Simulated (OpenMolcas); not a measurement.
## Levels of B+ by method

```json
{
  "Program": "OpenMolcas 26.06",
  "Basis": "ANO-RCC-VQZP [5s4p3d2f1g]",
  "Scalar Hamiltonian": "DKH2, point nucleus",
  "Active space": "2 electrons in 9 orbitals (RAS2 2s 2p; RAS3 3d, at most 2 electrons)",
  "State averaging": "2S+1 = 3 even, 3 roots; 2S+1 = 1 even, 7 roots; 2S+1 = 3 odd, 3 roots; 2S+1 = 1 odd, 3 roots",
  "Spin-orbit coupling": "state interaction with AMFI integrals over the reference wave functions, term energies averaged over their components"
}
```

Methods on the same reference wave functions:
A. RASSCF
B. SS-RASPT2, IPEA 0.25 Eh, imaginary shift 0.1 Eh (closed shells correlated: 1s)
C. MS-RASPT2, IPEA 0.25 Eh, imaginary shift 0.1 Eh (closed shells correlated: 1s)

Energies in eV above 2s2 1S0, the measured ground level; measured values from NIST Handbook of Basic Atomic Spectroscopic Data.

```json
{"Level": "2s2 1S0", "A": "0.0000", "B": "0.0000", "C": "0.0000", "Measured": "0.0000"}
{"Level": "2s 2p 3P* 0", "A": "4.5562", "B": "4.615", "C": "4.619", "Measured": "4.6290"}
{"Level": "2s 2p 3P* 1", "A": "4.5571", "B": "4.616", "C": "4.620", "Measured": "4.6298"}
{"Level": "2s 2p 3P* 2", "A": "4.5589", "B": "4.618", "C": "4.622", "Measured": "4.6318"}
{"Level": "2s 2p 1P* 1", "A": "9.3588", "B": "9.153", "C": "9.157", "Measured": "9.1000"}
{"Level": "2p2 3P0", "A": "12.3279", "B": "12.287", "C": "12.291", "Measured": "12.2634"}
{"Level": "2p2 3P1", "A": "12.3289", "B": "12.287", "C": "12.292", "Measured": "12.2645"}
{"Level": "2p2 3P2", "A": "12.3307", "B": "12.289", "C": "12.293", "Measured": "12.2662"}
{"Level": "2p2 1D2", "A": "12.8558", "B": "12.737", "C": "12.742", "Measured": "12.6914"}
{"Level": "2p2 1S0", "A": "16.9624", "B": "16.106", "C": "16.114", "Measured": "15.8280"}
```

Deviations, from unrounded energies. A percentage is the sum of absolute deviations over the sum of measured energies, with the sign that they share, or ± where signs differ.

| Against measurement | Levels | A | B | C |
| --- | --- | --- | --- | --- |
| mean absolute deviation (cm-1) | 9 | 1800 | 440 | 450 |
| other configurations (%) | 9 | ±2.2 | ±0.6 | ±0.6 |

B, C lie about equally close to measurement and A furthest from it. The largest miss of B in the table is 2p2 1S0, by +2200 cm-1. The ranking rests on the paired levels alone, and a cruder setting can come out closer through cancelling errors.

Between B and C the level of the table that moves most is 2p2 1S0, by 68 cm-1 (lowest in B, highest in C).

The lowest spin-free term lies below A's lowest term by 0.041 hartree in B, 0.041 hartree in C.

Active for correlation alone: 3d; no level in the range computed is led by a configuration that fills it, so any true level of that kind is missing. Without dynamic correlation excited terms often stand tens of per cent too high (terms of higher spin than the ground term too low), and those without a measured partner can miss by more than the paired ones (holds for A). Measured partners are found by configuration, term and J. A level has none where our copy of the source lacks it or the pairing is in doubt (some pairs that miss far off the trend of their configuration count as doubtful), and it then counts in no deviation. Levels of configurations outside the active space are missing.

* marks odd parity.
